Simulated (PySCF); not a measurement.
**Radial density of B (boron, neutral)**

UHF, [He] 2s1 2p1 3d1, one real determinant (an excited configuration). Computed with PySCF 2.14 in aug-cc-pCVTZ-DK with one added diffuse shell each of s, p, d, f type (8s7p5d3f, 75 functions), with scalar relativity by spin-free X2C-1e.

```csv
r (bohr),4πr²ρ (e/bohr),4πr²(ρα − ρβ)
0.00612,0.03203,0.0009
0.0103,0.08693,0.0024
0.0173,0.2270,0.0064
0.0291,0.5695,0.0159
0.0490,1.319,0.0364
0.0824,2.684,0.0724
0.139,4.384,0.1113
0.233,5.014,0.1098
0.392,3.243,0.0807
0.660,1.126,0.3336
1.11,1.035,0.9934
1.87,0.9529,0.9527
3.14,0.2274,0.2274
5.28,0.08756,0.0876
8.88,0.1326,0.1326
14.9,0.01332,0.0133
```

Densities and radii are taken from the X2C orbitals without a picture-change correction, which distorts them close to the nucleus.

⟨L²⟩ = 8.01 against 12 for a pure F term, so this real determinant mixes terms. The outer electron is Rydberg-like, and this basis confines it to a smaller radius and binds it less than a complete one would.
